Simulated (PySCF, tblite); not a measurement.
Compound: C7H7N.
SMILES with atom numbers: `[N:1]#[C:2][C@@:3]12[CH2:4][CH:5]=[CH:6][C@@H:7]1[CH2:8]2` (hydrogens: H9, H10 on C4; H11 on C5; H12 on C6; H13 on C7; H14, H15 on C8)

Computed with GFN2-xTB (tblite), gas phase: Langevin dynamics at 200 K from the optimised GFN2-xTB geometry, time step 0.5 fs, friction 0.01 fs⁻¹, 2000 steps. Over the second half of the run the saved frames average 245 K, 23 % above the target.

Frame at 250 fs, instantaneous temperature 213 K:
```
atom  x, y, z in Å
N1      0.171   -2.982    1.203
C2      0.034   -1.935    0.738
C3     -0.122   -0.654    0.184
C4     -1.481   -0.343   -0.441
C5     -1.508    1.189   -0.258
C6     -0.453    1.669    0.429
C7      0.541    0.597    0.659
C8      1.091   -0.109   -0.561
H9     -2.302   -0.831    0.031
H10    -1.492   -0.653   -1.470
H11    -2.259    1.760   -0.722
H12    -0.356    2.727    0.703
H13     1.081    0.554    1.580
H14     2.071   -0.590   -0.562
H15     0.980    0.402   -1.498
```

Frame at 425 fs, instantaneous temperature 278 K:
```
atom  x, y, z in Å
N1     -0.372   -3.177    1.301
C2     -0.329   -2.129    0.858
C3     -0.166   -0.873    0.238
C4     -1.454   -0.294   -0.350
C5     -1.229    1.170   -0.123
C6     -0.137    1.478    0.500
C7      0.633    0.277    0.861
C8      1.196   -0.497   -0.281
H9     -2.278   -0.755    0.176
H10    -1.632   -0.444   -1.417
H11    -1.947    1.905   -0.430
H12     0.136    2.498    0.735
H13     1.106    0.219    1.814
H14     1.920   -1.264   -0.021
H15     1.153   -0.002   -1.262
```

Frame at 625 fs, instantaneous temperature 270 K:
```
atom  x, y, z in Å
N1     -0.965   -2.786    1.459
C2     -0.783   -1.771    0.953
C3     -0.406   -0.596    0.239
C4     -1.505    0.249   -0.310
C5     -0.985    1.629   -0.191
C6      0.177    1.661    0.408
C7      0.655    0.326    0.768
C8      1.017   -0.529   -0.354
H9     -2.412    0.086    0.314
H10    -1.647   -0.056   -1.386
H11    -1.546    2.491   -0.566
H12     0.812    2.577    0.583
H13     1.210    0.241    1.741
H14     1.644   -1.381   -0.172
H15     1.251   -0.096   -1.282
```

Frame at 800 fs, instantaneous temperature 266 K:
```
atom  x, y, z in Å
N1     -0.921   -2.220    2.407
C2     -0.796   -1.659    1.434
C3     -0.436   -0.840    0.321
C4     -1.535    0.121   -0.065
C5     -0.812    1.430   -0.335
C6      0.505    1.395   -0.043
C7      0.835   -0.027    0.447
C8      0.736   -1.162   -0.545
H9     -2.300    0.064    0.737
H10    -2.125   -0.179   -0.914
H11    -1.384    2.262   -0.614
H12     1.217    2.132   -0.033
H13     1.572   -0.197    1.264
H14     1.260   -2.126   -0.321
H15     0.694   -0.960   -1.632
```

Frame at 1000 fs, instantaneous temperature 200 K:
```
atom  x, y, z in Å
N1     -1.203   -2.017    2.524
C2     -0.706   -1.386    1.698
C3     -0.220   -0.713    0.523
C4     -1.182    0.342   -0.060
C5     -0.293    1.414   -0.565
C6      0.972    1.065   -0.499
C7      1.162   -0.165    0.260
C8      0.673   -1.488   -0.376
H9     -1.812    0.760    0.723
H10    -1.804   -0.045   -0.853
H11    -0.689    2.385   -0.960
H12     1.785    1.746   -0.761
H13     1.948   -0.198    0.937
H14     1.219   -2.354   -0.119
H15     0.579   -1.505   -1.429
```

Q: What do single points at PBE0/pcSseg-1 (PySCF, gas phase) give on these frames?

A: 
```json
{"t (fs)": "250", "GFN2-xTB E above start (eV)": "0.29", "DFT E above lowest frame (eV)": "0.02", "HOMO (eV)": "-7.42", "LUMO (eV)": "-0.42", "dipole (D)": "4.32"}
{"t (fs)": "425", "GFN2-xTB E above start (eV)": "0.27", "DFT E above lowest frame (eV)": "0.00", "HOMO (eV)": "-7.54", "LUMO (eV)": "-0.05", "dipole (D)": "4.24"}
{"t (fs)": "625", "GFN2-xTB E above start (eV)": "0.37", "DFT E above lowest frame (eV)": "0.07", "HOMO (eV)": "-7.54", "LUMO (eV)": "-0.10", "dipole (D)": "4.31"}
{"t (fs)": "800", "GFN2-xTB E above start (eV)": "0.51", "DFT E above lowest frame (eV)": "0.27", "HOMO (eV)": "-7.39", "LUMO (eV)": "-0.45", "dipole (D)": "4.06"}
{"t (fs)": "1000", "GFN2-xTB E above start (eV)": "0.45", "DFT E above lowest frame (eV)": "0.23", "HOMO (eV)": "-7.23", "LUMO (eV)": "-0.22", "dipole (D)": "4.16"}
```

Both levels order the frames alike by energy; measured from each level's lowest frame they differ by 0.05 eV at most. The HOMO–LUMO gap runs from 6.94 to 7.49 eV. These are instantaneous structures, not minima.

Q: And the isotropic GIAO shieldings (ppm) from the same runs?

A: 
```json
{"atom": "N1", "250 fs": "-29.3", "425 fs": "-21.3", "625 fs": "-28.6", "800 fs": "-18.6", "1000 fs": "-36.4", "mean": "-26.8", "range": "17.8"}
{"atom": "C2", "250 fs": "58.7", "425 fs": "60.0", "625 fs": "59.1", "800 fs": "60.5", "1000 fs": "59.5", "mean": "59.6", "range": "1.8"}
{"atom": "C3", "250 fs": "173.4", "425 fs": "172.3", "625 fs": "172.4", "800 fs": "173.2", "1000 fs": "161.8", "mean": "170.6", "range": "11.6"}
{"atom": "C4", "250 fs": "142.8", "425 fs": "144.6", "625 fs": "144.0", "800 fs": "142.5", "1000 fs": "141.6", "mean": "143.1", "range": "3.0"}
{"atom": "C5", "250 fs": "43.0", "425 fs": "49.6", "625 fs": "52.7", "800 fs": "44.9", "1000 fs": "42.7", "mean": "46.6", "range": "10.0"}
{"atom": "C6", "250 fs": "40.2", "425 fs": "49.5", "625 fs": "45.0", "800 fs": "42.2", "1000 fs": "50.1", "mean": "45.4", "range": "9.9"}
{"atom": "C7", "250 fs": "151.1", "425 fs": "146.6", "625 fs": "143.9", "800 fs": "138.3", "1000 fs": "154.5", "mean": "146.9", "range": "16.2"}
{"atom": "C8", "250 fs": "157.4", "425 fs": "158.6", "625 fs": "163.5", "800 fs": "160.0", "1000 fs": "166.8", "mean": "161.3", "range": "9.4"}
{"atom": "H9", "250 fs": "29.4", "425 fs": "29.0", "625 fs": "28.2", "800 fs": "28.1", "1000 fs": "28.8", "mean": "28.7", "range": "1.3"}
{"atom": "H10", "250 fs": "29.3", "425 fs": "29.1", "625 fs": "28.0", "800 fs": "29.2", "1000 fs": "29.1", "mean": "28.9", "range": "1.3"}
{"atom": "H11", "250 fs": "26.3", "425 fs": "26.3", "625 fs": "25.9", "800 fs": "26.3", "1000 fs": "25.1", "mean": "26.0", "range": "1.2"}
{"atom": "H12", "250 fs": "24.8", "425 fs": "25.6", "625 fs": "25.0", "800 fs": "25.9", "1000 fs": "25.7", "mean": "25.4", "range": "1.1"}
{"atom": "H13", "250 fs": "29.5", "425 fs": "29.5", "625 fs": "28.0", "800 fs": "28.5", "1000 fs": "30.4", "mean": "29.2", "range": "2.4"}
{"atom": "H14", "250 fs": "29.8", "425 fs": "30.0", "625 fs": "30.7", "800 fs": "29.3", "1000 fs": "30.8", "mean": "30.1", "range": "1.5"}
{"atom": "H15", "250 fs": "31.8", "425 fs": "30.6", "625 fs": "31.9", "800 fs": "30.3", "1000 fs": "31.7", "mean": "31.3", "range": "1.6"}
```

What follows is the cost of the whole dynamics run. Time: 7.0 s of wall time; peak memory 0.18 GiB. Hardware: an AMD EPYC 9R45 with one thread, on a shared host.
